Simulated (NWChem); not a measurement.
The numbers come from NWChem runs, not from measurements. System: ClTl, charge 0, spin multiplicity 1, displaced from the optimised geometry. The structure started from a generated list of species.

Input file:

```
start mol
memory heap 200 mb stack 900 mb global 1100 mb
geometry units angstroms nocenter noautoz noautosym
  Tl     0.000000     0.000000    -0.437060
  Cl     0.000000     0.000000     5.861745
end
basis spherical
  * library def2-svp
end
ecp
  Tl library def2-ecp
end
dft
  xc b3lyp
  semidirect memsize 60000000 filesize 0
  iterations 100
end
task dft energy
```

The output up to the point where the run's verdict is printed (cleaned and shortened):

```
             Northwest Computational Chemistry Package (NWChem) 7.3.0
             --------------------------------------------------------

                                NWChem Input Module
                                -------------------

 Scaling coordinates for geometry "geometry" by  1.889725989
 (inverse scale =  0.529177249)

                             Geometry "geometry" -> ""
                             -------------------------

 Output coordinates in angstroms (scale by  1.889725989 to convert to a.u.)

  No.       Tag          Charge          X              Y              Z
 ---- ---------------- ---------- -------------- -------------- --------------
    1 Tl                  81.0000     0.00000000     0.00000000    -0.43706000
    2 Cl                  17.0000     0.00000000     0.00000000     5.86174500

 Effective nuclear repulsion energy (a.u.)     115.6849707004

            Nuclear Dipole moment (a.u.)
            ----------------------------
        X                 Y               Z
 ---------------- ---------------- ----------------
     0.0000000000     0.0000000000   121.4107468177


 Summary of "ao basis" -> "" (spherical)
 ------------------------------------------------------------------------------
       Tag                 Description            Shells   Functions and Types
 ---------------- ------------------------------  ------  ---------------------
 *                          def2-svp                  on all atoms

                                 NWChem DFT Module
                                 -----------------

 Summary of "ao basis" -> "ao basis" (spherical)
 ------------------------------------------------------------------------------
       Tag                 Description            Shells   Functions and Types
 ---------------- ------------------------------  ------  ---------------------
 Tl                         def2-svp                10       26   4s4p2d
 Cl                         def2-svp                 8       18   4s3p1d

 Summary of "ao basis" -> "ao basis" (spherical)
 ------------------------------------------------------------------------------
[...]
 d= 0,ls=0.5,diis    52   -632.5847558340 -2.40D-04  2.07D-04  2.86D-03     6.0
 d= 0,ls=0.5,diis    53   -632.5849984807 -2.43D-04  1.48D-04  2.13D-03     6.1
 d= 0,ls=0.5,diis    54   -632.5851214408 -1.23D-04  1.27D-04  1.84D-03     6.2
 d= 0,ls=0.5,diis    55   -632.5852179287 -9.65D-05  1.21D-04  1.60D-03     6.3
 d= 0,ls=0.5,diis    56   -632.5853077373 -8.98D-05  1.17D-04  1.37D-03     6.4
 d= 0,ls=0.5,diis    57   -632.5853830111 -7.53D-05  1.12D-04  1.18D-03     6.5
 d= 0,ls=0.5,diis    58   -632.5854520116 -6.90D-05  1.08D-04  9.94D-04     6.6
 d= 0,ls=0.5,diis    59   -632.5855137326 -6.17D-05  9.95D-05  8.33D-04     6.7
 d= 0,ls=0.5,diis    60   -632.5855641444 -5.04D-05  9.47D-05  7.06D-04     6.8
 d= 0,ls=0.5,diis    61   -632.5856049661 -4.08D-05  8.95D-05  6.07D-04     6.9
 d= 0,ls=0.5,diis    62   -632.5856411931 -3.62D-05  8.50D-05  5.18D-04     7.0
 d= 0,ls=0.5,diis    63   -632.5856729002 -3.17D-05  8.07D-05  4.41D-04     7.1
 d= 0,ls=0.5,diis    64   -632.5857009362 -2.80D-05  7.75D-05  3.72D-04     7.2
 d= 0,ls=0.5,diis    65   -632.5857256895 -2.48D-05  7.43D-05  3.13D-04     7.3
 d= 0,ls=0.5,diis    66   -632.5857476647 -2.20D-05  7.13D-05  2.60D-04     7.4
 d= 0,ls=0.5,diis    67   -632.5857662025 -1.85D-05  6.75D-05  2.18D-04     7.5
 d= 0,ls=0.5,diis    68   -632.5857798969 -1.37D-05  6.37D-05  1.90D-04     7.6
 d= 0,ls=0.5,diis    69   -632.5857922397 -1.23D-05  6.04D-05  1.63D-04     7.7
 d= 0,ls=0.5,diis    70   -632.5858034020 -1.12D-05  5.64D-05  1.39D-04     7.8
 d= 0,ls=0.5,diis    71   -632.5858138624 -1.05D-05  5.45D-05  1.16D-04     7.9
 d= 0,ls=0.5,diis    72   -632.5858221015 -8.24D-06  5.42D-05  1.00D-04     8.0
 d= 0,ls=0.5,diis    73   -632.5858301799 -8.08D-06  5.04D-05  8.37D-05     8.1
 d= 0,ls=0.5,diis    74   -632.5858364328 -6.25D-06  5.37D-05  7.26D-05     8.3
 d= 0,ls=0.5,diis    75   -632.5858420392 -5.61D-06  5.25D-05  6.33D-05     8.4
 d= 0,ls=0.5,diis    76   -632.5858462816 -4.24D-06  5.71D-05  5.78D-05     8.5
 d= 0,ls=0.5,diis    77   -632.5858502697 -3.99D-06  5.64D-05  5.28D-05     8.6
 d= 0,ls=0.5,diis    78   -632.5858542748 -4.01D-06  6.12D-05  4.74D-05     8.7
 d= 0,ls=0.5,diis    79   -632.5858582185 -3.94D-06  6.70D-05  4.25D-05     8.8
 d= 0,ls=0.5,diis    80   -632.5858620415 -3.82D-06  5.54D-05  3.83D-05     8.9
 d= 0,ls=0.5,diis    81   -632.5858650230 -2.98D-06  6.93D-05  3.55D-05     9.0
 d= 0,ls=0.5,diis    82   -632.5858683080 -3.29D-06  7.83D-05  3.30D-05     9.1
 d= 0,ls=0.5,diis    83   -632.5858719587 -3.65D-06  7.37D-05  3.00D-05     9.2
 d= 0,ls=0.5,diis    84   -632.5858753264 -3.37D-06  8.20D-05  2.75D-05     9.3
 d= 0,ls=0.5,diis    85   -632.5858786036 -3.28D-06  7.34D-05  2.58D-05     9.4
 d= 0,ls=0.5,diis    86   -632.5858816694 -3.07D-06  8.06D-05  2.38D-05     9.5
 d= 0,ls=0.5,diis    87   -632.5858851997 -3.53D-06  8.88D-05  2.10D-05     9.6
 d= 0,ls=0.5,diis    88   -632.5858888251 -3.63D-06  8.61D-05  1.86D-05     9.7
 d= 0,ls=0.5,diis    89   -632.5858920440 -3.22D-06  8.50D-05  1.70D-05     9.8
 d= 0,ls=0.5,diis    90   -632.5858949326 -2.89D-06  8.92D-05  1.61D-05     9.9
 d= 0,ls=0.5,diis    91   -632.5858977660 -2.83D-06  9.00D-05  1.55D-05    10.0
 d= 0,ls=0.5,diis    92   -632.5859005604 -2.79D-06  9.30D-05  1.48D-05    10.1
 d= 0,ls=0.5,diis    93   -632.5859033591 -2.80D-06  1.02D-04  1.42D-05    10.2
 d= 0,ls=0.5,diis    94   -632.5859063575 -3.00D-06  9.92D-05  1.38D-05    10.3
 d= 0,ls=0.5,diis    95   -632.5859092329 -2.88D-06  9.10D-05  1.29D-05    10.4
 d= 0,ls=0.5,diis    96   -632.5859116133 -2.38D-06  7.76D-05  1.25D-05    10.5
 d= 0,ls=0.5,diis    97   -632.5859136510 -2.04D-06  1.05D-04  1.16D-05    10.6
 d= 0,ls=0.5,diis    98   -632.5859160858 -2.43D-06  1.29D-04  1.23D-05    10.7
 d= 0,ls=0.5,diis    99   -632.5859192039 -3.12D-06  1.18D-04  1.28D-05    10.8
 d= 0,ls=0.5,diis   100   -632.5859223279 -3.12D-06  1.06D-04  1.13D-05    10.9
```

Convergence was not reached. The next line reads: Calculation failed to converge. NWChem stopped with the message: dft energy failed.
